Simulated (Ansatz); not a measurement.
`[Cl][InH]` radical, relaxed with UKS PBE0-D4/def2-TZVP in the Gaussian-basis code of Ansatz from a PBE-D4/def2-SVP geometry. The force threshold is 0.005 eV/Å; the program also tests the step.

The species carries charge 0 and has multiplicity 2. In: def2 effective core potential.

Start:

```xyz
3

Cl    1.845   -0.264    0.544
In   -0.228    0.714   -0.216
H    -1.617   -0.450   -0.329
```

```json
{"step": "1", "energy (eV)": "-17709.5560", "largest force (eV/Å)": "0.422", "largest move (Å)": "0.000"}
{"step": "2", "energy (eV)": "-17709.5741", "largest force (eV/Å)": "0.157", "largest move (Å)": "0.048"}
{"step": "3", "energy (eV)": "-17709.5761", "largest force (eV/Å)": "0.005", "largest move (Å)": "0.015"}
{"step": "4", "energy (eV)": "-17709.5761", "largest force (eV/Å)": "0.000", "largest move (Å)": "0.001"}
```

End:

```xyz
3

Cl    1.811   -0.256    0.533
In   -0.224    0.692   -0.210
H    -1.587   -0.436   -0.324
```

It took 7.5 s on 2 threads of a server CPU on a shared host, with 0.2 GiB of host memory at the peak.
